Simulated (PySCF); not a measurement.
F5Ta, charge -1, multiplicity 2. Atoms are numbered in the order given.

```xyz
6

Ta    -0.0166     0.0292    -0.0014
F     -0.2994     0.1732     1.9187
F      0.0566     0.3081    -1.9258
F      1.8118    -0.5909    -0.2142
F     -0.9720     1.7147    -0.0309
F     -0.4628    -1.8422     0.2632
```
Charge -1, spin multiplicity 2.

Coordinates come from a PBE0-D3(BJ)/def2-SVPD optimisation. The multiplicity is an assumed one; other spin states were not compared. The def2 effective core potentials stand for the cores of Ta; spin–orbit coupling is left out.

Computed with PySCF with PBE0-D3(BJ)/def2-SVPD.

Frequencies are harmonic and unscaled.

A small imaginary wavenumber (i) marks a very flat motion, where grid noise or a shallow saddle decides the sign.

Question: List the normal modes with their intensities. (The exact figures need the calculation; the answer reports its results.)

Answer: 
```csv
mode,ν (cm⁻¹),IR (km/mol),moving atoms (share of kinetic energy)
1,5i,2.1,F 99 %
2,142,13.7,F 93 %
3,149,8.4,"F 75 %, Ta 25 %"
4,182,0.0,F 100 %
5,216,29.8,"F 84 %, Ta 16 %"
6,247,15.0,"F 90 %, Ta 10 %"
7,290,1.8,F 99 %
8,529,1.8,F 100 %
9,539,102.9,"F 91 %, Ta 9 %"
10,575,280.0,"F 82 %, Ta 18 %"
11,587,256.0,"F 82 %, Ta 18 %"
12,623,7.4,F 100 %
```
